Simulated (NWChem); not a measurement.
System: CH6O3Si; SMILES OC[SiH](O)O

The following NWChem deck was run.

```
start job
memory heap 200 mb stack 900 mb global 1100 mb
geometry units angstroms noautoz
  O      0.248486    -1.806840     0.706285
  C     -0.794619    -1.134502     0.019398
  Si    -0.061241     0.547455    -0.442992
  O      1.580512     0.322477    -0.435701
  O     -0.598538     1.616132     0.712176
  H     -0.061970    -2.671272     0.992668
  H     -1.692846    -0.995025     0.650596
  H     -1.113168    -1.680833    -0.890813
  H     -0.448085     1.037825    -1.794922
  H      1.787167    -0.465396     0.089618
  H     -0.281539     2.521584     0.645261
end
basis spherical
  * library def2-svp
end
dft
  xc revpbe cpbe96
  iterations 150
  mulliken
end
task dft energy
```

Parts of the log:

```
             Northwest Computational Chemistry Package (NWChem) 7.3.0
             --------------------------------------------------------

 C1  symmetry detected

                             Geometry "geometry" -> ""
                             -------------------------

 Output coordinates in angstroms (scale by  1.889725989 to convert to a.u.)

  No.       Tag          Charge          X              Y              Z
 ---- ---------------- ---------- -------------- -------------- --------------
    1 O                    8.0000    -0.00184496    -1.87120151     0.48678516
    2 C                    6.0000    -0.75517429    -1.10427020    -0.43854260
    3 Si                  14.0000     0.04852037     0.60861806    -0.41178681
    4 O                    8.0000     1.58870455     0.35728797     0.14560626
    5 O                    8.0000    -0.88837813     1.53993780     0.59818173
    6 H                    1.0000    -0.36979540    -2.75846792     0.54166355
    7 H                    1.0000    -1.82116792    -1.02659296    -0.15166230
    8 H                    1.0000    -0.71931059    -1.53228153    -1.46028385
    9 H                    1.0000     0.14771293     1.26374622    -1.74550106
   10 H                    1.0000     1.61888633    -0.49115176     0.61320575
   11 H                    1.0000    -0.59241635     2.44152215     0.75426372

 Effective nuclear repulsion energy (a.u.)     254.3637614177

  pbe96 is a nonlocal functional; adding pw91lda local functional.

                                 NWChem DFT Module
                                 -----------------

 Summary of "ao basis" -> "ao basis" (spherical)
 ------------------------------------------------------------------------------
       Tag                 Description            Shells   Functions and Types
 ---------------- ------------------------------  ------  ---------------------
 O                          def2-svp                 6       14   3s2p1d
 C                          def2-svp                 6       14   3s2p1d
 Si                         def2-svp                 8       18   4s3p1d
 H                          def2-svp                 3        5   2s1p

            General Information
            -------------------
          SCF calculation type: DFT
          Wavefunction type:  closed shell.
          No. of atoms     :    11
          No. of electrons :    50
           Alpha electrons :    25
            Beta electrons :    25
          Charge           :     0
          Spin multiplicity:     1
          Use of symmetry is: off; symmetry adaption is: off
          Maximum number of iterations: 150
          AO basis - number of functions:   104
                     number of shells:    50
          Convergence on energy requested:  1.00D-06
          Convergence on density requested:  1.00D-05
          Convergence on gradient requested:  5.00D-04

              XC Information
              --------------
                        RevPBE Exchange Functional  1.000
            Perdew 1991 LDA Correlation Functional  1.000 local
           PerdewBurkeErnz. Correlation Functional  1.000 non-local

             Grid Information
             ----------------
          Grid used for XC integration:  medium
          Radial quadrature: Mura-Knowles
          Angular quadrature: Lebedev.
          Tag              B.-S. Rad. Rad. Pts. Rad. Cut. Ang. Pts.
          ---              ---------- --------- --------- ---------
          O                   0.60       49          11.0       434
          C                   0.70       49          10.0       434
          Si                  1.10       88          10.0       590
          H                   0.35       45          12.0       434
          Grid pruning is: on
          Number of quadrature shells:   554
          Spatial weights used:  Erf1

      Superposition of Atomic Density Guess
      -------------------------------------

 Sum of atomic energies:        -553.43249052

      Non-variational initial energy
      ------------------------------

 Total energy =    -555.401438
 1-e energy   =   -1268.649206
 2-e energy   =     458.884006
 HOMO         =      -0.338220
 LUMO         =       0.048800

     ---------------------------------------------
      Total Density - Mulliken Population Analysis
     ---------------------------------------------

    Atom       Charge   Shell Charges
 -----------   ------   -------------------------------------------------------
    1 O    8     8.60   1.99  1.09  0.65  3.00  1.87  0.01
    2 C    6     6.09   1.99  0.94  0.27  1.87  0.97  0.04
    3 Si  14    12.85   2.00  1.99  0.91  0.15  5.93  0.95  0.59  0.32
    4 O    8     8.78   1.99  1.11  0.64  3.09  1.94  0.01
    5 O    8     8.77   1.99  1.10  0.63  3.09  1.94  0.00
    6 H    1     0.67   0.54  0.07  0.06
    7 H    1     0.91   0.68  0.21  0.02
    8 H    1     0.91   0.68  0.20  0.02
    9 H    1     1.11   0.70  0.40  0.01
   10 H    1     0.66   0.52  0.08  0.06
   11 H    1     0.65   0.52  0.07  0.06

   convergence    iter        energy       DeltaE   RMS-Dens  Diis-err
 ---------------- ----- ----------------- --------- --------- ---------
 d= 0,ls=0.0,diis     1   -556.3833829942 -8.11D+02  1.95D-02  1.10D+00
 d= 0,ls=0.0,diis     2   -556.1720341552  2.11D-01  1.27D-02  3.35D+00
 d= 0,ls=0.0,diis     3   -556.5015280999 -3.29D-01  1.47D-03  4.89D-02
 d= 0,ls=0.0,diis     4   -556.5058514778 -4.32D-03  5.74D-04  5.13D-03
 d= 0,ls=0.0,diis     5   -556.5061560520 -3.05D-04  2.45D-04  1.89D-03
  Resetting Diis
 d= 0,ls=0.0,diis     6   -556.5063339385 -1.78D-04  4.46D-05  2.45D-05
 d= 0,ls=0.0,diis     7   -556.5063355954 -1.66D-06  5.31D-05  8.94D-06
 d= 0,ls=0.0,diis     8   -556.5063327552  2.84D-06  3.58D-05  3.79D-05
 d= 0,ls=0.0,diis     9   -556.5063364769 -3.72D-06  3.10D-06  1.75D-07
 d= 0,ls=0.0,diis    10   -556.5063364966 -1.98D-08  4.98D-07  5.53D-09

         Total DFT energy =     -556.506336496648
      One electron energy =    -1273.539600829702
           Coulomb energy =      516.972046795649
    Exchange-Corr. energy =      -54.302543880291
 Nuclear repulsion energy =      254.363761417696

 Numeric. integr. density =       49.999997358512

                       DFT Final Molecular Orbital Analysis
                       ------------------------------------

 Vector   23  Occ=2.000000D+00  E=-2.494979D-01
              MO Center=  3.1D-01,  2.9D-01, -2.3D-01, r^2= 3.5D+00
   Bfn.  Coefficient  Atom+Function         Bfn.  Coefficient  Atom+Function
  ----- ------------  ---------------      ----- ------------  ---------------
    52      0.287414   4 O  pz               50     -0.244305   4 O  px
    91      0.227438   9 H  s                64     -0.221247   5 O  px
    90      0.221150   9 H  s                19     -0.211208   2 C  py
    55      0.199891   4 O  pz               17     -0.181846   2 C  s
    53     -0.173224   4 O  px               67     -0.155485   5 O  px

 Vector   24  Occ=2.000000D+00  E=-2.473021D-01
              MO Center=  2.8D-01,  3.6D-01,  9.0D-02, r^2= 3.3D+00
   Bfn.  Coefficient  Atom+Function         Bfn.  Coefficient  Atom+Function
  ----- ------------  ---------------      ----- ------------  ---------------
    52      0.338285   4 O  pz               55      0.254991   4 O  pz
    51      0.230306   4 O  py               64     -0.224265   5 O  px
    66     -0.201914   5 O  pz               19      0.179116   2 C  py
    54      0.166903   4 O  py               67     -0.166256   5 O  px
    69     -0.156307   5 O  pz               18      0.154901   2 C  px

 Vector   25  Occ=2.000000D+00  E=-2.291861D-01
              MO Center= -2.4D-01, -1.7D+00,  2.0D-01, r^2= 1.6D+00
   Bfn.  Coefficient  Atom+Function         Bfn.  Coefficient  Atom+Function
  ----- ------------  ---------------      ----- ------------  ---------------
     6      0.438525   1 O  pz                4     -0.337556   1 O  px
     9      0.335460   1 O  pz                7     -0.258043   1 O  px
    85      0.217594   8 H  s                80     -0.192446   7 H  s
     5      0.180811   1 O  py               86      0.148382   8 H  s
     8      0.138202   1 O  py               20     -0.131902   2 C  pz

 Vector   26  Occ=0.000000D+00  E= 7.725325D-03
              MO Center= -2.0D-01, -1.4D+00,  1.8D-01, r^2= 5.5D+00
   Bfn.  Coefficient  Atom+Function         Bfn.  Coefficient  Atom+Function
  ----- ------------  ---------------      ----- ------------  ---------------
    76      0.835403   6 H  s                 3     -0.745524   1 O  s
    49     -0.377684   4 O  s                86      0.374953   8 H  s
    39      0.343799   3 Si px               81      0.311148   7 H  s
    96      0.292788  10 H  s                23      0.284139   2 C  pz
    17     -0.256514   2 C  s                21      0.256716   2 C  px

 Vector   27  Occ=0.000000D+00  E= 3.170545D-02
              MO Center= -3.3D-01,  1.7D+00,  3.3D-01, r^2= 4.7D+00
   Bfn.  Coefficient  Atom+Function         Bfn.  Coefficient  Atom+Function
  ----- ------------  ---------------      ----- ------------  ---------------
   101     -0.899519  11 H  s                63      0.819295   5 O  s
    40     -0.437720   3 Si py               76      0.294747   6 H  s
    17     -0.257336   2 C  s                68      0.241871   5 O  py
    39      0.229818   3 Si px               32     -0.195417   3 Si s
    81      0.191991   7 H  s                 3     -0.190679   1 O  s

 Vector   28  Occ=0.000000D+00  E= 5.260810D-02
              MO Center= -6.0D-01, -3.4D-01, -6.9D-01, r^2= 5.9D+00
   Bfn.  Coefficient  Atom+Function         Bfn.  Coefficient  Atom+Function
  ----- ------------  ---------------      ----- ------------  ---------------
    17      2.102362   2 C  s                86     -0.948960   8 H  s
    81     -0.713132   7 H  s                40      0.682260   3 Si py
    39      0.655153   3 Si px               32     -0.541889   3 Si s
    76     -0.394670   6 H  s                49     -0.387755   4 O  s
    96      0.317982  10 H  s               101     -0.260157  11 H  s

     ---------------------------------------------
      Total Density - Mulliken Population Analysis
     ---------------------------------------------

    Atom       Charge   Shell Charges
 -----------   ------   -------------------------------------------------------
    1 O    8     8.31   1.99  1.08  0.67  2.87  1.70  0.01
    2 C    6     6.06   1.99  0.92  0.19  2.07  0.84  0.05
    3 Si  14    13.35   2.00  1.98  1.00  0.06  5.92  1.24  0.70  0.45
    4 O    8     8.36   1.99  1.08  0.63  2.88  1.77  0.01
    5 O    8     8.35   1.99  1.08  0.63  2.88  1.76  0.01
    6 H    1     0.84   0.70  0.07  0.07
    7 H    1     0.96   0.75  0.19  0.02
    8 H    1     0.97   0.75  0.20  0.02
    9 H    1     1.14   0.75  0.38  0.01
   10 H    1     0.82   0.67  0.08  0.07
   11 H    1     0.83   0.69  0.07  0.07

     -------------------------------------------
      Total Density - Lowdin Population Analysis
     -------------------------------------------

    Atom       Charge   Shell Charges
 -----------   ------   -------------------------------------------------------
    1 O    8     8.13   1.97  0.88  0.59  2.72  1.95  0.02
    2 C    6     6.11   1.96  0.61  0.33  1.87  1.23  0.11
    3 Si  14    13.48   2.00  1.93  0.62  0.29  5.81  1.27  0.89  0.68
    4 O    8     8.20   1.97  0.88  0.60  2.71  2.02  0.01
    5 O    8     8.20   1.97  0.88  0.60  2.71  2.03  0.01
    6 H    1     0.93   0.57  0.17  0.18
    7 H    1     0.99   0.65  0.27  0.07
    8 H    1     0.99   0.65  0.27  0.07
    9 H    1     1.12   0.66  0.44  0.02
   10 H    1     0.93   0.55  0.19  0.19
   11 H    1     0.92   0.56  0.18  0.19

     Multipole analysis of the density
     ---------------------------------

     L   x y z        total         alpha         beta         nuclear
     -   - - -        -----         -----         ----         -------
     0   0 0 0     -0.000000    -25.000000    -25.000000     50.000000

     1   1 0 0     -0.447517     -0.223758     -0.223758      0.000000
     1   0 1 0     -0.496602     -0.248301     -0.248301     -0.000000
     1   0 0 1     -0.040842     -0.020421     -0.020421      0.000000

     2   2 0 0    -29.822143    -80.841269    -80.841269    131.860395
     2   1 1 0      0.783820     -1.354652     -1.354652      3.493124
     2   1 0 1      1.155227     -0.696892     -0.696892      2.549011
     2   0 2 0    -19.664876   -151.454073   -151.454073    283.243269
     2   0 1 1      0.602267      0.070743      0.070743      0.460781
     2   0 0 2    -28.007419    -40.601483    -40.601483     53.195547
```

Level: revPBE/def2-SVP. The geometry was optimised at PBE0/def2-SVP.
